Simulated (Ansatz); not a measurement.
Relaxation of CH5B2N (9 atoms, charge 0, multiplicity 1), to a largest force component of 0.02 eV/Å in at most 50 steps.

These are results of UKS r2SCANh-D4/def2-SVP in Ansatz 0.2.0, not measurements.

```xyz
9
Properties=species:S:1:pos:R:3
B -0.483 1.256 -0.548
B 0.345 -0.106 -0.722
C 0.466 -1.183 0.403
N 0.022 -1.057 1.568
H -0.586 2.049 -1.484
H -1.100 1.578 0.439
H 0.918 -0.294 -1.748
H -0.297 -0.583 0.133
H -0.627 -0.240 1.876
```

**Question.** Where does it end, and by what steps?

**Answer.** It converged. After 24 steps the energy has fallen by 5.465 eV; H9 moved furthest, 1.62 Å. Parted: C3–H8 (1.01 → 2.24 Å).

```json
{"step": "0", "energy less start (eV)": "0.0000", "largest force component (eV/Å)": "7.386", "accepted": "yes"}
{"step": "1", "energy less start (eV)": "-1.4743", "largest force component (eV/Å)": "3.691", "accepted": "yes"}
{"step": "2", "energy less start (eV)": "-2.8808", "largest force component (eV/Å)": "4.660", "accepted": "yes"}
{"step": "3", "energy less start (eV)": "-3.4957", "largest force component (eV/Å)": "3.349", "accepted": "yes"}
{"step": "4", "energy less start (eV)": "-4.1257", "largest force component (eV/Å)": "1.795", "accepted": "yes"}
{"step": "5", "energy less start (eV)": "-4.5459", "largest force component (eV/Å)": "0.838", "accepted": "yes"}
{"step": "6", "energy less start (eV)": "-4.7461", "largest force component (eV/Å)": "0.861", "accepted": "yes"}
{"step": "7", "energy less start (eV)": "-4.9018", "largest force component (eV/Å)": "1.180", "accepted": "yes"}
{"step": "8", "energy less start (eV)": "-5.0529", "largest force component (eV/Å)": "1.229", "accepted": "yes"}
{"step": "9", "energy less start (eV)": "-5.1973", "largest force component (eV/Å)": "1.092", "accepted": "yes"}
{"step": "10", "energy less start (eV)": "-5.3224", "largest force component (eV/Å)": "0.907", "accepted": "yes"}
{"step": "11", "energy less start (eV)": "-5.3579", "largest force component (eV/Å)": "1.349", "accepted": "yes"}
{"step": "12", "energy less start (eV)": "-5.4358", "largest force component (eV/Å)": "0.713", "accepted": "yes"}
{"step": "13", "energy less start (eV)": "-5.4379", "largest force component (eV/Å)": "0.495", "accepted": "yes"}
{"step": "14", "energy less start (eV)": "-5.4448", "largest force component (eV/Å)": "0.866", "accepted": "yes"}
{"step": "15", "energy less start (eV)": "-5.4567", "largest force component (eV/Å)": "0.331", "accepted": "yes"}
{"step": "16", "energy less start (eV)": "-5.3921", "largest force component (eV/Å)": "0.595", "accepted": "no"}
{"step": "17", "energy less start (eV)": "-5.4561", "largest force component (eV/Å)": "0.153", "accepted": "no"}
{"step": "18", "energy less start (eV)": "-5.4631", "largest force component (eV/Å)": "0.066", "accepted": "yes"}
{"step": "19", "energy less start (eV)": "-5.4635", "largest force component (eV/Å)": "0.153", "accepted": "yes"}
{"step": "20", "energy less start (eV)": "-5.4641", "largest force component (eV/Å)": "0.114", "accepted": "yes"}
{"step": "21", "energy less start (eV)": "-5.4610", "largest force component (eV/Å)": "0.170", "accepted": "no"}
{"step": "22", "energy less start (eV)": "-5.4645", "largest force component (eV/Å)": "0.039", "accepted": "yes"}
{"step": "23", "energy less start (eV)": "-5.4613", "largest force component (eV/Å)": "0.153", "accepted": "no"}
{"step": "24", "energy less start (eV)": "-5.4648", "largest force component (eV/Å)": "0.017", "accepted": "yes"}
```

```xyz
9
Properties=species:S:1:pos:R:3
B -0.391 1.391 -0.633
B 0.172 -0.173 -0.691
C 0.129 -0.656 0.716
N 0.190 -0.839 1.891
H -0.234 2.082 -1.610
H -1.023 1.806 0.307
H 0.885 -0.666 -1.522
H -1.036 0.092 -1.038
H -0.033 -1.620 2.496
```

Whether the end is a true minimum wasn't checked by a vibrational analysis.

Time of the run: 110 s on 2 threads of Intel(R) Xeon(R) Platinum 8488C (Sapphire Rapids), on a shared host, peak memory 0.3 GiB.
